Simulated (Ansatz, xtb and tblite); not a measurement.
Internal rotation in Ge(OH)4, H4GeO4, SMILES [OH][Ge]([OH])([OH])[OH], singlet. Scanned: dihedral O3–Ge2–O1–H6; all other coordinates were relaxed at B3LYP-D3(BJ)/def2-SVP. Points at φ and −φ are mirror images. Heavy atoms are numbered in the order of the SMILES [OH][Ge]([OH])([OH])[OH], hydrogens after them in the order of the atoms that carry them; the mirror image has the same energies with the sign of each dihedral reversed.

- GFN2-xTB, on its own relaxed geometries (the stored frames are those of B3LYP-D3(BJ)/def2-SVP) (xtb and tblite)
- CCSD(T)/cc-pVTZ = CCSD(T) on RHF/cc-pVTZ, cores with 3d frozen // B3LYP-D3(BJ)/def2-SVP run with Ansatz (an electronic-structure program)

Energies relative to the lowest point of each profile, in kcal/mol; the last columns give the difference from CCSD(T):

```tsv
φ / °	GFN2-xTB	CCSD(T)/cc-pVTZ	GFN2-xTB − CCSD(T)/cc-pVTZ
-160	0.00	0.04	-0.04
-140	0.19	0.15	0.04
-120	0.52	0.53	0.00
-100	0.16	0.12	0.05
-80	0.00	0.01	-0.01
-60	0.14	0.26	-0.11
-40	0.00	0.00	0.00
-20	0.15	0.08	0.06
0	0.52	0.49	0.02
20	0.15	0.08	0.06
40	0.00	0.00	0.00
60	0.14	0.26	-0.11
80	0.00	0.01	-0.01
100	0.16	0.12	0.05
120	0.52	0.53	0.00
140	0.19	0.15	0.04
160	0.00	0.04	-0.04
180	0.13	0.23	-0.10
```

GFN2-xTB is furthest from CCSD(T)/cc-pVTZ at -60 (-0.11 kcal/mol, below); its mean absolute difference over the points is 0.04 kcal/mol.
